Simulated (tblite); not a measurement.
C6H11NSi.
SMILES with atom numbers: `[N:1]#[C:2][CH2:3][C@@H:4]1[CH2:5][CH2:6][SiH2:7][CH2:8]1` (hydrogens: H9, H10 on C3; H11 on C4; H12, H13 on C5; H14, H15 on C6; H16, H17 on Si7; H18, H19 on C8)

The geometry is computed with GFN2-xTB (gas phase).

Question: What internal coordinates does the optimisation give?

Answer: 
```csv
bond,length (Å),order
N1≡C2,1.144,triple
C2–C3,1.440,single
C3–C4,1.538,single
C4–C5,1.530,single
C5–C6,1.530,single
C6–Si7,1.908,single
Si7–C8,1.907,single
C4–C8,1.532,single
C3–H9,1.095,single
C3–H10,1.094,single
C4–H11,1.096,single
C5–H12,1.093,single
C5–H13,1.093,single
C6–H14,1.091,single
C6–H15,1.088,single
Si7–H16,1.462,single
Si7–H17,1.466,single
C8–H18,1.092,single
C8–H19,1.089,single
```

Orders are formal, as drawn. A selection of angles:
```csv
angle,degrees
N1–C2–C3,179.6
C2–C3–C4,111.7
C3–C4–C5,112.1
C3–C4–C8,112.4
C5–C4–C8,107.5
C4–C5–C6,108.0
C5–C6–Si7,104.6
C6–Si7–C8,93.3
C4–C8–Si7,104.6
```

Torsions: C2–C3–C4–C5 60° (synclinal); C3–C4–C5–C6 -176° (antiperiplanar); C4–C5–C6–Si7 38° (synclinal); C5–C6–Si7–C8 -13° (synperiplanar); C6–Si7–C8–C4 -14° (synperiplanar); C3–C4–C8–Si7 163° (antiperiplanar).

The 5-membered ring C4–C5–C6–Si7–C8 has internal angles of 93.3° to 108.0°; it is puckered, 0.20 Å rms from its mean plane, widest ring torsion 52°. The 5 C–C bonds span 1.440 Å (C2–C3, drawn single) to 1.538 Å (C3–C4, drawn single), a spread of 0.098 Å. Si7 (SiH2 silicon) has angles from 93.3° to 113.6°. Of the pairs four or more bonds apart, C2···H18 is among the closest relative to their van der Waals radii: 2.57 Å, 88 % of the sum of Bondi's values.

Point group: C1 (no symmetry element, even within 0.4 Å). Its GFN2-xTB frequencies are all real (lowest 68 cm⁻¹). The numbers are those of one conformer.

The run took 0.35 s on an Arm Neoverse V2 with one thread, shared host with 32 logical CPUs at a one-minute load of 32. This is the geometry optimisation.
